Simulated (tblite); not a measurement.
A tight-binding relaxation on `[BH2][GeH2][C]#C/C=C(/C)C#C`.

Computed with GFN2-xTB geometry optimisation, gas phase (tblite 0.8.0). Start geometry: from a force field or distance geometry. The input is one job of a driver script: a line of settings, then coordinates in Å.

Command:
```bash
OMP_NUM_THREADS=1 python probes_run.py task.json out
```

Input:
```
{"job": {"kind": "relax", "xc": "GFN2-xTB", "basis": "xTB"}, "charge": 0, "multiplicity": 1}
B      3.585900    -1.749500    -0.295100
Ge     3.278200     0.232300    -0.421700
C      1.437900     0.621400    -0.170900
C      0.261700     0.902000    -0.024000
C     -1.122800     1.237000     0.175300
C     -2.111400     0.482100    -0.296500
C     -3.493800     0.944600    -0.046600
C     -1.795300    -0.722800    -1.001300
C     -1.528800    -1.743900    -1.622000
H      3.823100    -2.184400     0.800700
H      3.987300    -2.415000    -1.184400
H      3.779500     0.849500    -1.728300
H      4.150300     0.885400     0.727000
H     -1.339000     2.152400     0.703000
H     -3.558100     2.029600     0.173600
H     -3.962100     0.351200     0.780900
H     -4.084900     0.771200    -0.957900
H     -1.316500    -2.637000    -2.153000
```

Output:
```
step      E/eV     max force
  0    -613.20894    2.083
  1    -613.26932    4.590
  2    -613.37428    1.366
  3    -613.43377    0.949
  4    -613.48866    0.592
  5    -613.52292    0.550
  6    -613.53077    0.884
  7    -613.54005    0.363
  8    -613.54686    0.245
  9    -613.55733    0.253
... (79 lines left out)
 89    -613.60552    0.019
 90    -613.60558    0.032
 91    -613.60566    0.044
 92    -613.60576    0.038
 93    -613.60583    0.017
 94    -613.60587    0.012
 95    -613.60589    0.015
 96    -613.60593    0.022
 97    -613.60597    0.021
 98    -613.60599    0.009
```

«max force» is the largest atomic force in eV/Å.

Problem. From which step on does the largest force stay under 0.1 eV/Å, and how much energy is left to gain from there?

Solution. From step 19 (0.097 eV/Å), 17.4 meV above the end.

Summary of the converged run: energy lowered by 9.2 kcal/mol over 98 steps; largest atomic force 0.009 eV/Å at the end.

Problem. Where do the atoms end?

Solution. 0.209 Å rms from the input after alignment:
```
atom  x, y, z in Å
B1     3.5567   -1.7448   -0.2562
Ge2    3.3545    0.2432   -0.4091
C3     1.5339    0.7328   -0.1890
C4     0.3552    0.9737   -0.0413
C5    -1.0016    1.2883    0.1396
C6    -2.0095    0.5030   -0.2826
C7    -3.4522    0.8492   -0.0763
C8    -1.7516   -0.7129   -0.9540
C9    -1.5642   -1.7517   -1.5277
H10    3.4014   -2.2726    0.7728
H11    3.8026   -2.4114   -1.1809
H12    3.7573    0.8981   -1.7044
H13    4.0735    1.0649    0.6309
H14   -1.2151    2.2180    0.6527
H15   -3.5520    1.7860    0.4667
H16   -3.9510    0.0578    0.4835
H17   -3.9578    0.9412   -1.0377
H18   -1.3888   -2.6566   -2.0282
```

On Arm Neoverse V2, one thread, on a shared host, this took 0.63 s wall.
Labels such as C1 count atoms from 1, the log's own numbers from 0.
